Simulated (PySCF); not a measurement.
Molecule: `CC(C)S(=O)(=O)Cl`, C3H7ClO2S.

Mapped SMILES: `[CH3:1][CH:2]([CH3:3])[S:4](=[O:5])(=[O:6])[Cl:7]`. Each H is labelled by its parent atom.

Geometry PBE0-D3(BJ)/def2-SVP throughout; GIAO in PySCF 2.14, gas phase, one conformer, non-relativistic; equivalent atoms averaged; basis pcSseg-1.

Question: How do the absolute shieldings σ depend on the functional? (ppm; last column core-seconds on 1 thread of an Arm Neoverse V1, shared host; the GGAs took longer than the global hybrids here, which isn't the general rule, and the cause wasn't traced)

Answer: 
```csv
functional,kind,C2,C1/C3,S4,O5/O6,Cl7,H(C2),H(C1)/H(C3),core-s
LDA,LDA,100.6,162.3,74.7,-19.0,316.2,27.50,29.37,27
BLYP,GGA,97.1,156.0,81.0,-13.9,322.3,28.20,29.87,32
OPBE,GGA,114.5,167.4,148.6,8.2,386.7,28.05,29.78,31
KT2,GGA,109.2,164.4,140.3,-5.6,386.3,28.01,29.71,31
PBE0,global hybrid,111.7,166.8,103.1,9.7,386.7,28.23,29.80,27
LC-wPBE,range-separated hybrid,118.6,172.0,109.6,33.6,399.6,28.47,29.88,36
```

Question: Which nucleus moves most, in ppm?

Answer: Cl7 (chlorine bonded to S): from 316.2 ppm with LDA to 399.6 ppm with LC-wPBE. The smallest spread is 0.51 ppm, at H(C1)/H(C3). Proton shifts span only some 12 ppm, so a few tenths of a ppm matter as much there as several ppm in carbon.
